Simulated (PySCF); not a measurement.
# Core-level binding energies of `[SiH3][Ge@@H]([GeH3])[CH2]Cl`

CH₉ClGe₂Si.
Z-matrix (Å and degrees, PBE0-D3(BJ)/def2-SVP geometry), rows numbered from 1:
```
Si
Ge  1  2.3832
Ge  2  2.4233  1  110.96
C   2  1.9780  1  107.64  3   116.94
Cl  4  1.7885  2  108.76  1   -57.41
H   1  1.4926  2  109.58  3   -44.62
H   1  1.4956  2  110.35  3  -165.04
H   1  1.4952  2  109.80  3    74.97
H   2  1.5464  1  111.88  3  -124.47
H   3  1.5377  2  110.14  1    40.11
H   3  1.5409  2  109.86  1   160.09
H   3  1.5402  2  110.55  1   -79.98
H   4  1.0987  2  111.59  1    61.68
H   4  1.0986  2  111.60  1  -176.43
```

Method: delta-SCF UKS SCAN, pcX-2 on the ionised atom, pcseg-1 elsewhere, spin-free X2C (PySCF 2.14.0). Each binding energy is the total energy of the core-ionised species, with the hole localised on one atom, minus that of the ground state; both are solved self-consistently, so orbital relaxation is included.

What binding energy does each computed site have?

```csv
atom(s),environment,level,binding energy (eV),2p1/2 (eV),count
Cl5,alkyl chlorine,Cl 1s,2828.49,–,1
Si1,SiH3 silicon,Si 1s,1846.23,–,1
C4,sp3 C–Cl carbon,C 1s,291.69,–,1
Cl5,alkyl chlorine,Cl 2p3/2,205.88,207.53,1
Si1,SiH3 silicon,Si 2p3/2,106.51,107.13,1
```

Which photon wavelength matches the C 1s of C4 threshold?

λ = hc/E = 12398.42 eV Å / 291.69 eV = 42.505 Å.

Which photon energy gives electrons from C 1s of C4 a kinetic energy of 150 eV, and what is their de Broglie wavelength?

hν = 291.69 + 150 = 441.69 eV, recoil neglected; λ = 12.264 Å/√(E/eV) = 1.00 Å.

2p3/2 and 2p1/2 are the ΔSCF energy of one spin-free 2p hole plus the eigenvalues of a spin–orbit and ligand-field matrix of the shell. 2p1/2 minus 2p3/2 (ligand field included): Si 0.62 eV, Cl 1.65 eV. No level of germanium is listed. One conformer (not necessarily the lowest) at the PBE0-D3(BJ)/def2-SVP geometry, without solvent, vibrations or thermal averaging.
